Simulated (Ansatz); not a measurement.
Two structures of AlPH5Br, singlet, reached by relaxing down either side of one saddle point (PBE0-D4/def2-TZVP). Energies are electronic, without zero-point energy. Computed with Ansatz 0.2.0 (basis: def2-TZVPP and def2-QZVPP); correlated methods freeze the cores. Filled d shells of the heavier atoms are correlated. The def2 sets are not built for correlating such inner shells, so the correlated values are less sure here. Extrapolation: Hartree–Fock as exp(−7.88 √X), correlation as X^−2.97. First:

Al1  (-0.857, -0.635, -0.946)
Br2  (0.947, -0.594, -2.393)
H3  (-1.170, -2.037, -0.276)
H4  (-1.979, 0.454, -1.215)
H5  (1.012, 1.732, 0.540)
P6  (0.463, 0.481, 0.876)
H7  (-0.056, 0.790, 2.151)
H8  (1.639, -0.191, 1.262)
(Å)

Second:

| atom | x (Å) | y (Å) | z (Å) |
| --- | --- | --- | --- |
| Al1 | -0.9679 | -0.6538 | -0.2484 |
| Br2 | 1.0122 | 0.3364 | -1.9894 |
| H3 | -0.6867 | -2.1788 | -0.5873 |
| H4 | -2.1571 | 0.1326 | -0.9462 |
| H5 | 1.7176 | 0.9465 | -0.9125 |
| P6 | -0.1612 | 0.1761 | 1.7925 |
| H7 | 0.0652 | 1.4946 | 1.3103 |
| H8 | 1.1779 | -0.2534 | 1.5810 |

**Question.** Which bonds change from the first to the second?

**Answer.** AlH₂Br ([AlH2][Br]) + PH₃ → AlPH₄ ([AlH2][PH2]) + HBr (still joined by a long Al–Br bond); bonds formed: Br2–H5; bonds broken: H5–P6; bonds weakened to dative contacts: Al1–Br2.

**Question.** Give the saddle point's structure and its height above each. (To be estimated.)

**Answer.** By the calculation: 1.824 eV above the first and 0.165 eV above the second (CCSD(T) at an estimated basis limit (MP2 extrapolated from triple and quadruple zeta, plus CCSD(T) − MP2 in triple zeta)).
```
atom    x (Å)    y (Å)    z (Å)
 Al1  -0.9003  -0.6376  -0.4218
 Br2   1.1059   0.4096  -1.9272
  H3  -0.6353  -2.1836  -0.6130
  H4  -2.1388   0.1670  -0.9836
  H5   0.9759   0.5584  -0.4347
  P6  -0.0028   0.2499   1.5928
  H7   0.2439   1.6048   1.2532
  H8   1.3517  -0.1683   1.5344
```

No T1 diagnostic of these runs exceeds 0.011. The end structure is not quite a true minimum (one mode of 54i cm⁻¹).

Labels in which every atom is bracketed show which atoms are joined, not bond orders.

For scale, one of the runs: CCSD(T)/def2-TZVPP, 202 basis functions, launched by `ansatz run in.yaml --threads 4 --pin off --events-out ev --progress --plain --max-ram 9574MiB`. The run took 81 s on 4 CPU threads of an Intel Xeon (shared host), with 2.3 GiB of host memory at its peak.
